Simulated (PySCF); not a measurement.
In(F)(OH)2 (FH2InO2), SMILES [OH][In]([OH])[F].

Geometry optimised at B3LYP-D3(BJ)/def2-SVP. The def2 effective core potentials stand for the cores of In; spin–orbit coupling is left out. Other conformers were not sampled.

Level of theory: TDDFT-LC-ωPBE/def2-SVPD in PySCF.

Vertical excitations. Gas-phase values at a fixed geometry. State labels are in the subgroup C2v.

Computed UV-visible absorptions:
```csv
state,symmetry,energy (eV),λ (nm),f,main pairs
S1,A2,5.64,220,0.000,HOMO→LUMO 89 %
S2,B1,6.07,204,0.047,HOMO−1→LUMO 88 %
S3,B2,6.71,185,0.112,HOMO−2→LUMO 78 %
S4,A1,6.89,180,0.142,HOMO−3→LUMO 82 %
S5,B1,7.37,168,0.049,HOMO−4→LUMO 87 %
S6,B2,7.44,167,0.001,HOMO−5→LUMO 78 %
S7,A2,8.16,152,0.000,HOMO−2→LUMO+1 96 %
S8,B2,8.24,150,0.172,"HOMO→LUMO+1 71 %, HOMO−2→LUMO 11 %"
S9,B1,8.30,149,0.023,HOMO−3→LUMO+1 95 %
S10,A1,8.50,146,0.083,HOMO−1→LUMO+1 84 %
T1,A2,5.13,242,0,HOMO→LUMO 85 %
T2,B1,5.44,228,0,HOMO−1→LUMO 83 %
T3,B2,5.62,221,0,HOMO−2→LUMO 84 %
T4,A1,5.73,217,0,HOMO−3→LUMO 84 %
```
Triplets are in the Tamm–Dancoff approximation, which puts them higher than full response would, so one can lie above its singlet here.
